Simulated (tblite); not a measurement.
Calculated harmonic vibrations of the isolated species, GFN2-xTB (tblite), most abundant isotopes, no scaling. Errors from tens to a few hundred cm⁻¹ against measured bands are possible. Modes of hydrogen on aluminium and silicon can be 10 to 20 % off. One conformer each. Thermal functions are those of the rigid rotor and harmonic oscillator, without mixing of conformers.

Question: Order these by their zero-point energy, highest first (kJ/mol).
A. `c1csc([C@@H]2OC[SiH2]2)c1`
B. `C[N+]1(C)[AlH2-][CH2]C[C@@H]1C1CC1`
C. `O[SiH](O)[C@H]([SiH3])CF`
D. `COC[Si@@H](F)O[SiH3]`
E. `CO[C@@H]1C=C(F)[SiH2]OC1`

Answer: B (625.3), E (345.2), A (311.1), D (284.3), C (281.2).

```tsv
SMILES	atoms	mass (u)	symmetry number	modes under 300 cm⁻¹	ZPE (kJ/mol)	S translation (J/(mol K))	S rotation	S vibration	S	Cp
C[N+]1(C)[AlH2-][CH2]C[C@@H]1C1CC1	28	155.13	1	10	625.3	171.8	125.8	156.0	453.5	213.3
CO[C@@H]1C=C(F)[SiH2]OC1	18	148.04	1	6	345.2	171.2	122.4	109.2	402.8	162.5
c1csc([C@@H]2OC[SiH2]2)c1	17	156.01	1	5	311.1	171.8	124.7	111.8	408.3	158.3
COC[Si@@H](F)O[SiH3]	16	140.01	1	9	284.3	170.5	122.2	144.9	437.6	163.7
O[SiH](O)[C@H]([SiH3])CF	16	140.01	1	9	281.2	170.5	121.4	135.9	427.8	171.2
```

Entropies and Cp are for 298.15 K and 1 bar.
